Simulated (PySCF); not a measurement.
CH5Ge (SMILES [CH2][GeH3]), doublet, geometry from GFN2-xTB. Base run: PBE0/6-31G** (PySCF).

PySCF was given this input:
```python
from pyscf import gto, scf, dft

mol = gto.M(
    atom='''
C     1.54512542   -0.15900853   -0.01329604
Ge   -0.33943263    0.03652490    0.00223250
H     2.21744828    0.67692171   -0.08966517
H     2.01989513   -1.12199650    0.06378165
H    -0.93113477   -0.41924695    1.30185281
H    -0.73008413    1.45730988   -0.21528966
H    -0.98503269   -0.80773389   -1.05234335
''',
    basis='6-31g**',
    spin=1,
    verbose=4,
)

mf = dft.UKS(mol)
mf.xc = 'pbe0'
mf.kernel()
```

Each row names what was changed in the base input (with any setting that the change needs).

| change | ΔE vs base (mEh) | fitting functions | dipole (D) |
|---|---|---|---|
| base | 0.000 | - | 0.61 |
| auxbasis = cc-pvdz-jkfit | 131.0 | 356 | 0.60 |
| only_dfj = on; auxbasis = def2-universal-jfit | -0.430 | 162 | 0.61 |
| auxbasis = default (with mf = mf.density_fit()) | 131.0 | 356 | 0.60 |
| auxbasis = even-tempered beta=3.0 | -24.679 | 378 | 0.61 |
| auxbasis = even-tempered beta=1.6 | 0.010 | 824 | 0.61 |
| auxbasis = cc-pvtz-ri | -7541.9 | 397 | 0.61 |
| auxbasis = cc-pvtz-jkfit | -0.021 | 436 | 0.61 |
| exchange = seminumerical (SGX) (with mf = sgx.sgx_fit(mf, auxbasis='def2-universal-jfit'); with mf.with_df.dfj = True) | -0.436 | 162 | 0.61 |
| auxbasis = def2-universal-jkfit | -0.022 | 431 | 0.61 |

A fitting set is made for a task (jfit for Coulomb, jkfit for Coulomb and exchange, ri for correlation) and for a family of orbital bases.

Open shells are given as the SCF converged; they aren't shown to be the lowest states, and a large step between rows can be another state.
